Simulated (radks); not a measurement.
Q: Coherent X-ray form factor from a spherical all-electron density. All-electron calculation, Dirac Kohn-Sham, PBEsol, spin-unpolarised, spherical densities, finite nucleus; Fermi nuclear charge, rms radius of each element as measured or else 0.836 A^(1/3) + 0.57 fm. Program: a radial shooting solver on a logarithmic mesh with Libxc functionals.

sin(theta)/lambda (1/angstrom)  f0 (electrons)
0.05                                    70.353
0.1                                     68.528
0.15                                    65.815
0.2                                     62.566
0.25                                    59.094
0.3                                     55.624
0.4                                     49.166
0.5                                     43.605
0.6                                     38.882
0.8                                     31.309
1                                       25.603
1.25                                    20.636
1.5                                     17.504
2                                       13.864

The species is in the configuration that NIST lists as its ground one. Which atom or ion scatters so?

A: The tungsten ion W3+, [Xe] 4f14 5d3. Extrapolating in s^2 from the first two rows gives f0(0) = 71.0, near the electron count 71; among species with that count, the fall with angle is slower the higher Z, and the table is that of Z = 74; from so few rows the species is fixed only to a neighbour or two.
